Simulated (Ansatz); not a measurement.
Cost and result for the atomization energy of `[OH][GaH][O][SiH3]` (9 atoms, 8 bonds).

```json
{"atom": "O1", "x (Å)": "-2.291", "y (Å)": "0.445", "z (Å)": "-0.191"}
{"atom": "Ga2", "x (Å)": "-1.152", "y (Å)": "-0.513", "z (Å)": "-1.162"}
{"atom": "O3", "x (Å)": "0.535", "y (Å)": "-0.537", "z (Å)": "-0.582"}
{"atom": "Si4", "x (Å)": "1.389", "y (Å)": "0.100", "z (Å)": "0.650"}
{"atom": "H5", "x (Å)": "-1.889", "y (Å)": "0.871", "z (Å)": "0.570"}
{"atom": "H6", "x (Å)": "-1.566", "y (Å)": "-1.285", "z (Å)": "-2.427"}
{"atom": "H7", "x (Å)": "0.518", "y (Å)": "0.948", "z (Å)": "1.522"}
{"atom": "H8", "x (Å)": "1.967", "y (Å)": "-0.981", "z (Å)": "1.490"}
{"atom": "H9", "x (Å)": "2.489", "y (Å)": "0.952", "z (Å)": "0.129"}
```

The species carries charge 0 and has multiplicity 1. Correlated methods include outer-core shells of Ga, which these sets cover unevenly. Scalar relativity is left out up to krypton. The structure was optimised at the PBE0-D4/def2-TZVP level. It is one conformer, not always the lowest. Program: Ansatz. All runs use 4 threads of an Intel Xeon 6975P-C on a shared host. Times are those of one run each, without the atoms' runs, and a repeat can differ threefold. Electronic energies, without spin–orbit coupling; frozen cores. CCSD(T)/CBS adds CCSD(T) − MP2 in def2-TZVPP to the MP2 limit, and its time is that of the two runs behind it. T1 = 0.014. With those shells the extrapolation isn't a true limit. HSE06 is the plane-wave form, built on full-range PBE exchange.

CCSD(T)/CBS is a level of theory with its own doubt, some kJ/mol a heavy atom from the limit and from the frozen cores, so smaller differences don't rank the functionals.

```csv
level,functions,wall time
revPBE-D4/def2-TZVPP,222,0.85 s
BLYP-D4/def2-TZVPP,222,0.9 s
PBE-D4/def2-TZVPP (with forces),222,1.1 s
PBE0-D4/def2-TZVPP,222,1.3 s
HSE06-D4/def2-TZVPP,222,1.5 s
B2PLYP/def2-TZVPP,222,2.2 s
CCSD(T)/def2-SVP,103,2.2 s
PBE-QIDH/def2-TZVPP,222,2.4 s
B97M-V/def2-TZVPP,222,2.8 s
ωB97X-V/def2-TZVPP,222,3.1 s
MP2/def2-QZVPP,423,9 s
CCSD(T)/def2-TZVPP,222,26 s
CCSD(T)/CBS(def2),–,35 s
```

Question: What atomization energy does each give, and how far from CCSD(T)/CBS? (Best estimate.)

Answer: Ansatz gave: 
```csv
level,atomization (kcal/mol),difference from CCSD(T)/CBS,per bond
revPBE-D4/def2-TZVPP,680.0,-26.9,-3.4
BLYP-D4/def2-TZVPP,692.6,-14.3,-1.8
PBE-D4/def2-TZVPP (with forces),697.7,-9.2,-1.2
PBE0-D4/def2-TZVPP,685.7,-21.2,-2.7
HSE06-D4/def2-TZVPP,686.1,-20.8,-2.6
B2PLYP/def2-TZVPP,692.3,-14.6,-1.8
CCSD(T)/def2-SVP,652.5,-54.4,-6.8
PBE-QIDH/def2-TZVPP,690.8,-16.1,-2.0
B97M-V/def2-TZVPP,701.1,-5.8,-0.7
ωB97X-V/def2-TZVPP,704.5,-2.4,-0.3
MP2/def2-QZVPP,712.9,6.0,0.8
CCSD(T)/def2-TZVPP,689.0,-17.9,-2.2
CCSD(T)/CBS(def2),706.9,0.0,0.0
```

In def2-TZVPP, CCSD(T) changes the Hartree–Fock value by +186.5 kcal/mol (the triples alone add +9.8 kcal/mol) and MP2 by +199.5 kcal/mol; breaking electron pairs costs correlation energy, which Hartree–Fock lacks. From BLYP to BHLYP (50 % exact exchange), in def2-TZVPP and without D4, the atomization energy moves by −13.4 kcal/mol: exact exchange takes away binding that semilocal exchange gives to molecules. At CCSD(T), def2-SVP lies −54.4 kcal/mol from the extrapolated value and def2-TZVPP −18.0 kcal/mol: correlation converges slowly with the basis, and small sets miss more of it in the bonded molecule than in its fragments.
